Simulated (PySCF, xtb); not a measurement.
C4H7BO, SMILES C#CB(O)CC.

GFN2-xTB in xtb at its own geometry gives an orbital gap of 4.55 eV and a dipole moment of 1.53 D.

Geometry: B3LYP-D3(BJ)/def2-SVP. This is a generated structure with no PubChem entry under its InChIKey; it may be hypothetical. One conformer was computed; it need not be the lowest.

Problem. What does PBE0/def2-TZVP in PySCF give? (An estimate is asked for; the answer gives what the named calculation found.)

Solution. gap 7.15 eV (levels -8.14 and -1.00 eV), dipole 1.43 D.
